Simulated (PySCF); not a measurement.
Cr (chromium, neutral) across methods

[Ar] 3d6, high-spin 5D determinant (an excited configuration). All numbers are calculated (PySCF 2.14, no relativity, point nucleus, in dyall-av2z (16s12p7d2f, 101 functions)).

```
   method  E (hartree)  mean ε 3p β (eV)  mean ε 3d α (eV)  mean ε 3d β (eV)  Σ⟨r²⟩ (bohr²)   ⟨S²⟩
     PBE0    -1044.075           -43.320            -4.055            -0.579          39.96  6.184
      LDA    -1042.055           -40.668            -2.465            -0.118          38.90  6.066
   r2SCAN    -1044.257           -41.435            -2.747            -0.086          40.91  6.185
CAM-B3LYP    -1044.336           -44.414            -4.971            -1.741          37.88  6.103
```

Q: Estimate the same row for PBE.

A: E (hartree) = -1044.068; mean ε 3p β (eV) = -40.640; mean ε 3d α (eV) = -2.354; mean ε 3d β (eV) = -0.143; Σ⟨r²⟩ (bohr²) = 39.59; ⟨S²⟩ = 6.079.

⟨S²⟩ = 6.18 against 6.00 shows spin contamination.
